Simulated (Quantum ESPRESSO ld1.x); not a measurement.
The numbers below are computed, except where a source is named.
Q: These are the eigenvalues of the occupied orbitals of an atom or ion with whole-number occupations (Ry). Code: ld1.x of Quantum ESPRESSO 7.5. Model: scalar-relativistic Kohn-Sham, LDA (Slater exchange, VWN5 correlation), spin-polarised, spherical densities, point nucleus.

1s up: -2524.39
1s down: -2524.38
2s up: -393.578
2s down: -393.576
2p up: -353.423
2p down: -353.420
3s up: -81.0610
3s down: -81.0581
3p up: -68.0911
3p down: -68.0880
3d up: -48.8035
3d down: -48.8005
4s up: -15.2215
4s down: -15.2153
4p up: -11.1079
4p down: -11.1010
4d up: -5.11183
4d down: -5.10165
5s up: -2.17693
5s down: -2.13271
5p up: -1.28338
5p down: -1.23958

Which element is it, and in what charge state? The configuration may be excited. Open shells, if any, are filled with parallel spins first.

A: Z = 54, xenon, charge +1: Xe+ in [Kr] 4d10 5s2 5p5. The list shows which subshells hold electrons but not how many an open one holds; the 1s level, -1262.2 hartree, gives Z - s = 50.2 by -(Z - s)^2/2, which with screening and relativity narrows Z to a few neighbours, and the depths of the outer levels then fix element, charge and occupations together.
